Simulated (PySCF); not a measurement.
Compound: C₃H₆BFO₂.
SMILES with atom numbers: `[F:1][C@@H:2]1[CH2:3][CH2:4][O:5][BH:6][O:7]1` (hydrogens: H8 on C2; H9, H10 on C3; H11, H12 on C4; H13 on B6)

Computed by this run: PBE0-D3(BJ)/def2-SVP geometry optimisation, gas phase in PySCF 2.14.0; density fitting, grid level 1; the optimiser is geomeTRIC in internal coordinates, started from a GFN2-xTB structure with every atom displaced at random (about 0.01 Å).

Step 0: E = -10679.0747 eV
```
atom  x, y, z in Å  |  force x, y, z in eV/Å
F1     -0.1114    0.4599   -2.0073   -0.371   0.070   0.133
C2      0.7575    0.3556   -0.9486    0.759  -0.379  -0.720
C3      0.4462   -0.9486   -0.1963    1.221   1.673   0.402
C4     -0.8769   -0.7736    0.4589   -1.025  -1.538   1.407
O5     -0.9872    0.3986    1.2206    0.232   0.242  -0.057
B6     -0.2445    1.4712    0.8953    0.390  -0.331  -0.597
O7      0.6579    1.4792   -0.1546   -0.505  -0.272   0.345
H8      1.7628    0.3742   -1.4288   -0.189  -0.166   0.444
H9      1.2535   -1.0760    0.5653   -0.351  -0.117  -0.332
H10     0.4639   -1.7766   -0.8862   -0.018  -0.589  -0.403
H11    -1.0809   -1.6235    1.1827    0.132   0.600  -0.785
H12    -1.6828   -0.7757   -0.2765   -0.244  -0.055  -0.345
H13    -0.3493    2.4339    1.5444   -0.031   0.861   0.508
```

Step 1: E = -10679.0975 eV
```
atom  x, y, z in Å  |  force x, y, z in eV/Å
F1     -0.1556    0.3493   -2.0160   -0.162  -0.021  -0.217
C2      0.7252    0.3298   -0.9715    0.153   0.379  -0.253
C3      0.4699   -0.9052   -0.1578   -0.156  -0.226  -0.200
C4     -0.9246   -0.7700    0.4413    0.978   0.241  -0.253
O5     -0.9433    0.3620    1.2885   -0.111   0.026   0.102
B6     -0.2018    1.4425    0.9340   -0.662   0.171   0.034
O7      0.5198    1.4779   -0.2181    0.575  -0.076  -0.220
H8      1.7334    0.3916   -1.4175    0.010  -0.054   0.138
H9      1.2353   -0.9846    0.6376   -0.170  -0.068  -0.085
H10     0.5230   -1.8071   -0.7924    0.103   0.147   0.033
H11    -1.0771   -1.6721    1.0241   -0.656  -0.252   0.394
H12    -1.6701   -0.6669   -0.3768    0.104  -0.117   0.389
H13    -0.2255    2.4514    1.5934   -0.006  -0.149   0.136
```

Step 2: E = -10679.1779 eV
```
atom  x, y, z in Å  |  force x, y, z in eV/Å
F1     -0.1180    0.3938   -2.0547    0.015  -0.047   0.059
C2      0.7439    0.3436   -0.9885   -0.181   0.118   0.073
C3      0.4663   -0.9118   -0.1870   -0.199   0.014   0.146
C4     -0.9028   -0.7856    0.4745    0.278  -0.043  -0.211
O5     -0.9522    0.3675    1.2885    0.094   0.117  -0.109
B6     -0.2480    1.4576    0.8984    0.127   0.030   0.264
O7      0.5503    1.4828   -0.2160    0.052  -0.154  -0.092
H8      1.7663    0.3826   -1.3994   -0.005  -0.016   0.036
H9      1.2342   -1.0090    0.5961    0.093  -0.049  -0.031
H10     0.5189   -1.8002   -0.8338   -0.012   0.040  -0.008
H11    -1.1229   -1.6664    1.0997   -0.033   0.103  -0.059
H12    -1.6721   -0.6932   -0.3073   -0.114  -0.152  -0.015
H13    -0.2552    2.4368    1.5983   -0.117   0.040  -0.053
```

**Question.** Estimate the geometry and energy of step 3. (The exact step hangs on the optimiser's Hessian estimate; all steps are aligned on step 2, rigid shifts and turns removed.)

**Answer.** E = -10679.1919 eV, largest force 0.187 eV/Å
```
atom  x, y, z in Å  |  force x, y, z in eV/Å
F1     -0.1276    0.4019   -2.0391    0.021  -0.002   0.056
C2      0.7427    0.3422   -0.9807   -0.042   0.089   0.049
C3      0.4674   -0.9193   -0.1917   -0.097   0.047   0.153
C4     -0.8924   -0.7853    0.4697    0.041  -0.044   0.007
O5     -0.9416    0.3726    1.2806    0.025   0.058  -0.021
B6     -0.2344    1.4669    0.9120   -0.040  -0.105  -0.078
O7      0.5691    1.4779   -0.2015    0.065  -0.015  -0.012
H8      1.7636    0.3724   -1.3938    0.003   0.007  -0.030
H9      1.2470   -1.0299    0.5790    0.040  -0.039  -0.013
H10     0.5106   -1.7992   -0.8486   -0.016   0.011  -0.037
H11    -1.1281   -1.6548    1.1030    0.047   0.038  -0.025
H12    -1.6718   -0.7094   -0.3049   -0.055  -0.039  -0.033
H13    -0.2958    2.4626    1.5851    0.008  -0.006  -0.017
```

The energy changes by -0.0140 eV. The first-order estimate −F·Δx gives -0.0258 eV and the mean of the old and new forces, exact on a quadratic surface, -0.0138 eV. The step makes an angle of 62° with the force vector and moves no atom by more than 0.050 Å.

What follows is the cost of the whole optimisation. The run took 56 s wall on an Arm Neoverse V1 with one thread, shared host, and the process peaked at 0.56 GiB of memory.
